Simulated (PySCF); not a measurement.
The 25-electron isoelectronic series, spin-free X2C

Calculated with PySCF 2.14 from differences of total energies of unrestricted determinants, without spin-orbit coupling. Each ion has its own even-tempered basis scaled to its charge (18s13p8d4f3g for the first); frozen: [Ne]. Ionisation energies in eV.

| ion | configuration | UHF | LDA | PBE | PBE0 | r2SCAN | MP2 (outer shells) | NIST (with spin-orbit, Breit and QED) |
| --- | --- | --- | --- | --- | --- | --- | --- | --- |
| Yb⁴⁵⁺ | [Ar] 3d7 (4F) | 3818.7 | 3818.3 | 3819.3 | 3819.7 | 3821.2 | 3819.9 | 3805 ± 4 (t) |
| Lu⁴⁶⁺ | [Ar] 3d7 (4F) | 3974.9 | 3974.4 | 3975.5 | 3975.9 | 3977.4 | 3976.1 | 3960 ± 4 (t) |
| Hf⁴⁷⁺ | [Ar] 3d7 (4F) | 4134.2 | 4133.5 | 4134.6 | 4135.1 | 4136.6 | 4135.3 | 4118 ± 4 (t) |
| Ta⁴⁸⁺ | [Ar] 3d7 (4F) | 4296.6 | 4295.9 | 4297.0 | 4297.5 | 4299.1 | 4297.7 | 4278 ± 4 (t) |
| W⁴⁹⁺ | [Ar] 3d7 (4F) | 4462.1 | 4461.3 | 4462.5 | 4462.9 | 4464.6 | 4463.2 | 4446 ± 4 (s) |
| Re⁵⁰⁺ | [Ar] 3d7 (4F) | 4630.8 | 4629.9 | 4631.2 | 4631.6 | 4633.2 | 4631.9 | 4609 ± 4 (t) |
| Os⁵¹⁺ | [Ar] 3d7 (4F) | 4802.6 | 4801.6 | 4802.9 | 4803.4 | 4805.1 | 4803.7 | 4779 ± 4 (t) |
| Ir⁵²⁺ | [Ar] 3d7 (4F) | 4977.6 | 4976.5 | 4977.8 | 4978.3 | 4980.0 | 4978.7 | 4952 ± 4 (t) |
| Au⁵⁴⁺ | [Ar] 3d7 (4F) | 5336.9 | 5335.7 | 5337.2 | 5337.7 | 5339.4 | 5338.1 | 5307 ± 5 (t) |

**Question.** Interpolate the row of Pt⁵³⁺.

**Answer.** configuration [Ar] 3d7 (4F); UHF 5155.6; LDA 5154.5; PBE 5155.9; PBE0 5156.4; r2SCAN 5158.1; MP2 (outer shells) 5156.8; NIST (with spin-orbit, Breit and QED) 5128 ± 5 (t).

Each ion has its own basis, which adds noise of up to about 0.1 % along the series.

NIST values marked (s) are semi-empirical, (t) theoretical. Open shells are high-spin determinants of the terms that Hund's rules give; for the heavier ions, far from LS coupling, these are not the ground levels.

Spin-orbit coupling of the open shells is absent from the calculated values and included in NIST's; it grows fast with Z.
